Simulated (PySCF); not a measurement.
# Orbital picture of AuH

PBE0 at R = 1.537 Å; H def2-TZVPP, Au def2-TZVPP with ECP60; scalar-relativistic core potentials (PySCF 2.14). State: ³Σ⁺ (triplet), unpaired electrons σ ↑↑, a second solution, started from another occupation. Only the outer orbitals are listed, counted within each symmetry, core potentials removing the inner ones.

```csv
spin,orbital,occ.,ε (eV),on H (%),main shells (%)
α,3σ,1,-13.33,34,"59 Au d, 34 H s"
α,2π,1,-10.66,1,99 Au d
α,2π,1,-10.66,1,99 Au d
α,1δ,1,-10.63,0,100 Au d
α,1δ,1,-10.63,0,100 Au d
α,4σ,1,-9.26,18,"51 Au s, 30 Au d, 18 H s"
α,5σ,1,-4.75,34,"39 Au s, 35 H s, 22 Au p"
α,3π,0,-0.79,1,99 Au p
α,3π,0,-0.79,1,99 Au p
β,3σ,1,-11.87,34,"57 Au d, 33 H s"
β,2π,1,-10.28,1,99 Au d
β,2π,1,-10.28,1,99 Au d
β,1δ,1,-10.00,0,100 Au d
β,1δ,1,-10.00,0,100 Au d
β,4σ,0,-5.71,13,"57 Au s, 29 Au d, 13 H s"
β,5σ,0,-1.41,31,"34 Au p, 32 H s, 29 Au s"
β,3π,0,0.07,1,99 Au p
```

Task: Which are the highest filled and the lowest empty level, where do they sit, and how wide is the gap?

Result: Highest filled α 5σ at -4.75 eV (in %: 39 Au s, 35 H s, 22 Au p); lowest empty β 4σ at -5.71 eV (in %: 57 Au s, 29 Au d, 13 H s); the gap at PBE0 is -0.96 eV.

```json
{
 "bond order (Mayer)": "0.72",
 "⟨S²⟩": "2.004",
 "charge on H (Mulliken, basis-dependent)": "-0.24",
 "charge on H (Löwdin, basis-dependent)": "-0.27",
 "dipole moment (positive dipole means H(−)Au(+))": "-0.64 D"
}
```

Spin–orbit coupling is left out. Counting both spins, an empty level lies below a filled one in this solution, because spin and occupation are held.
